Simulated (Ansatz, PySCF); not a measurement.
System: sum formula SiHS, net charge 1, singlet state. It need not be the lowest isomer of its formula. SMILES: [Si]=[SH+]
Geometry from a B3LYP-D3(BJ)/def2-TZVP (Ansatz, a quantum-chemistry and plane-wave program) optimisation:
```
S
H 1 1.3631
Si 1 2.0643 2 88.43
```
Charge +1, spin multiplicity 1.

Property: vertical triplet-singlet gap (E(triplet) - E(singlet); each state is the SCF solution reached for its spin), in eV. Cores are frozen in the correlated levels unless marked. UHF or UKS for open shells. Spin-orbit coupling is left out. Non-relativistic. Basis-set limits of correlation are two-point, X^-3; Hartree-Fock from the larger set.

CCSD(T)/CBS(aug-cc-pV(T+d)Z,aug-cc-pV(Q+d)Z) (Ansatz) gives 2.77 eV.

Another calculation gave 2.57 eV. Which level was it?
A) r2SCAN/def2-TZVPD (Ansatz)
B) wB97M-V/def2-TZVPD (Ansatz)
C) M06-2X/def2-TZVPD (PySCF)
D) PBE/def2-TZVPD (Ansatz)

D, PBE/def2-TZVPD (Ansatz). The others give 2.69 (M06-2X), 2.38 (r2SCAN), 2.96 (wB97M-V) eV.
